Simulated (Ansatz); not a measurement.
The same path of CH8AlGaSi (12 atoms, charge 0, multiplicity 1) was run twice with different band settings. The coordinate that changes most is the dihedral H5–C1–Si2–Al3.

These are results of RKS PBE/def2-SVP in Ansatz 0.2.0, not measurements.

Relaxed end points:

```xyz
12
Properties=species:S:1:pos:R:3
C -0.032 2.543 -0.083
Si -0.804 0.822 0.192
Al 0.832 -1.029 0.394
Ga 0.376 -3.373 -0.396
H -0.817 3.327 -0.096
H 0.511 2.582 -1.048
H 0.687 2.783 0.726
H -1.595 0.836 1.486
H -1.816 0.546 -0.897
H 2.246 -0.681 1.094
H 0.746 -3.870 -1.868
H -0.334 -4.487 0.496
```

```xyz
12
Properties=species:S:1:pos:R:3
C -0.037 2.516 -0.378
Si -0.836 0.808 -0.099
Al 0.722 -0.949 0.696
Ga 0.497 -3.380 0.090
H 0.465 2.869 0.545
H -0.803 3.264 -0.666
H 0.721 2.470 -1.185
H -1.915 0.934 0.959
H -1.554 0.378 -1.359
H 1.920 -0.476 1.672
H 1.219 -4.018 -1.182
H -0.398 -4.417 0.906
```

Common settings: movable images 7; climbing image yes; optimiser quadratic models (default); start path IDPP; force threshold 0.03 eV/Å; end points relaxed.

| run | spring | iteration limit |
| --- | --- | --- |
| 1 | 5.0 eV/Å² | 29 |
| 2 | 50.0 eV/Å² | 37 |

Task: What does each run give, and how far can it be trusted?

Result: Run 1: converged after 3 iterations, highest image 0.064 eV above the first end. A vibrational analysis at the climbing image gives one clearly imaginary mode, 162i cm⁻¹: a first-order saddle point.
Run 2: converged after 3 iterations, highest image 0.064 eV above the first end. Another band between the same ends (7 images) ends at a top of the same energy, where a vibrational analysis finds 1 clearly imaginary mode.
